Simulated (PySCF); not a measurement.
Al(Vi)(OEt)(NH2), SMILES C(C)[O][Al]([NH2])[CH]=C (C4H10AlNO) at its GFN2-xTB optimised geometry (Å):

```
17

Al     0.2825     1.0260     0.0000
C     -0.7324     2.7309     0.0000
C     -2.0597     2.7845     0.0003
H     -0.1855     3.6724     0.0001
H     -2.6169     3.7140     0.0007
H     -2.6555     1.8829     0.0002
O     -0.5897    -0.3745    -0.0007
C     -1.2043    -1.6237     0.0063
C     -0.1797    -2.7494     0.0916
H     -1.8863    -1.6811     0.8650
H     -1.7974    -1.7345    -0.9111
H      0.4068    -2.6435     1.0013
H     -0.6811    -3.7140     0.0977
H      0.4927    -2.6992    -0.7617
N      2.0653     1.0260     0.0000
H      2.6523     1.8470     0.0014
H      2.6555     0.2042    -0.0003
```

Level of theory: B3LYP/def2-SVP run with PySCF 2.14.0. Cells within 0.4 Å of a nucleus heavier than hydrogen are left out (blank, or x).

Map of the log10 of the electron density (e/bohr³), floored at −4 on the plane z = 0.0 Å:

```
|0000000000000000000000000000000|
|0000000000000000000000000000000|
|0000000121100111100000000000000|
|0000002344322333320000000000000|
|0000013455544555431000000000000|
|0000024677655677642000000000000|
|0000024689877898642100000000000|
|0000024689988898643112210000000|
|000002468xx99xx8643334432000000|
|0000024689x88x98654456653100000|
|0000025688877887655678864200000|
|0000024677656778867889864200000|
|000001355554567xx889xx864200000|
|000000234434567xx889x9864200000|
|0000000122457887767889864200000|
|0000000012468998765678864200000|
|0000000023569xx9754456653100000|
|0000000134678998643334432000000|
|0000000235788886542112110000000|
|00000002467xx876543210000000000|
|000000024678x987654210000000000|
|0000000134678898875310000000000|
|00000001234578xx875310000000000|
|0000000012357898765310000000000|
|0000000001357887653210000000000|
|0000000001246776532100000000000|
|0000000000235555321000000000000|
|0000000000023443210000000000000|
|0000000000001221000000000000000|
|0000000000000000000000000000000|
|0000000000000000000000000000000|
```
Scale: ten equal steps from -4.00 (start of '0') to -0.199 (end of '9'), in the order '0123456789'; x runs from -6.00 to 6.00, y from -6.00 (bottom) to 6.00 (top).
